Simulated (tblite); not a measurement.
Species: C5H12FPSi.
SMILES with atom numbers: `[CH3:1][P:2]1[CH2:3][CH2:4][SiH:5]([F:6])[CH2:7][CH2:8]1` (hydrogens: H9, H10, H11 on C1; H12, H13 on C3; H14, H15 on C4; H16 on Si5; H17, H18 on C7; H19, H20 on C8)

Structure used (GFN2-xTB), in Å, numbered top down from 1:
```
atom  x, y, z in Å
C1    -2.684   -0.345   -0.342
P2    -1.177   -0.240    0.728
C3    -0.495    1.360    0.059
C4     0.910    1.631    0.594
Si5    2.129    0.298    0.022
F6     3.463    0.389    0.937
C7     1.335   -1.405    0.264
C8    -0.107   -1.418   -0.239
H9    -3.122   -1.336   -0.237
H10   -3.413    0.390   -0.004
H11   -2.445   -0.164   -1.389
H12   -0.492    1.329   -1.035
H13   -1.181    2.155    0.372
H14    1.236    2.623    0.274
H15    0.874    1.653    1.686
H16    2.606    0.514   -1.343
H17    1.906   -2.180   -0.253
H18    1.342   -1.668    1.324
H19   -0.148   -1.160   -1.303
H20   -0.543   -2.415   -0.118
```

Computed values, GFN2-xTB/tblite, gas phase, harmonic and unscaled. This tight-binding method is rough: wavenumbers can miss measured ones by several per cent, in bad cases by 10 to 20. Modes of hydrogen on silicon can be 10 to 20 % off. One conformer, not necessarily the lowest.

Harmonic wavenumbers (cm⁻¹): 60.3, 153.8, 167.7, 170.6, 188.2, 206.1, 214.6, 245.5, 321.0, 343.8, 416.1, 609.6, 634.2, 660.9, 680.7, 690.7, 714.5, 733.4, 793.7, 809.0, 811.1, 832.8, 860.8, 874.0, 917.0, 1057.7, 1058.8, 1059.9, 1082.5, 1139.9, 1150.7, 1256.7, 1265.3, 1287.5, 1290.8, 1321.2, 1442.3, 1452.5, 1456.8, 1460.5, 1469.0, 1471.8, 2272.6, 2911.1, 2918.3, 2933.7, 2936.1, 2956.0, 2957.9, 2971.8, 2973.8, 2984.6, 3008.5, 3012.6.

A = 2925, B = 883.5, C = 748.1 MHz; mass 150.043 u (most abundant isotopes); point group Cs, symmetry number 1.

**Question.** What is the zero-point energy?

**Answer.** ½Σν̃ = 34836 cm⁻¹ = 416.73 kJ/mol.

**Question.** Give the ideal-gas entropy at 273.15 K and 1 bar in the rigid-rotor, harmonic-oscillator model (classical rotation).

**Answer.** Translation 169.53, rotation 122.33, vibration 104.43: S = 396.3 J/(mol K).

**Question.** And Cp and H(273.15 K) − H(0)?

**Answer.** Cp = 158.71 J/(mol K), of which vibrations give 125.45 (their classical limit is 54 R = 449.0); H(273.15 K) − H(0) = 25.45 kJ/mol without the zero-point energy, 16.37 from vibrations.

**Question.** Which modes carry the vibrational entropy at 273.15 K?

**Answer.** 60.3 cm⁻¹: 17.89; 153.8 cm⁻¹: 10.29; 167.7 cm⁻¹: 9.61; 170.6 cm⁻¹: 9.48; 188.2 cm⁻¹: 8.72; 206.1 cm⁻¹: 8.03 J/(mol K); the other 48 give 40.42 together.

**Question.** How do the functions run with temperature in this model?

**Answer.** 
```csv
T (K),S (J/(mol K)),Cp (J/(mol K)),H − H(0) (kJ/mol),G − H(0) (kJ/mol),ln q(vib)
150,320.5,100.9,9.53,-38.55,2.21
250,382.7,147.5,21.91,-73.78,4.75
298.15,410.7,170.8,29.57,-92.89,6.02
400,467.5,216.5,49.35,-137.63,8.76
600,569.0,284.5,99.91,-241.51,14.16
900,697.6,348.8,195.71,-432.15,21.88
```

q(vib) and H(0) count from the zero-point level.

Hindered rotation and anharmonicity are outside this model. Other conformers, if any are populated, would add a mixing term that is left out.

Time: 0.9 s wall. Hardware: Arm Neoverse V1, one thread, no GPU (shared host). The figure is for the frequency step alone.
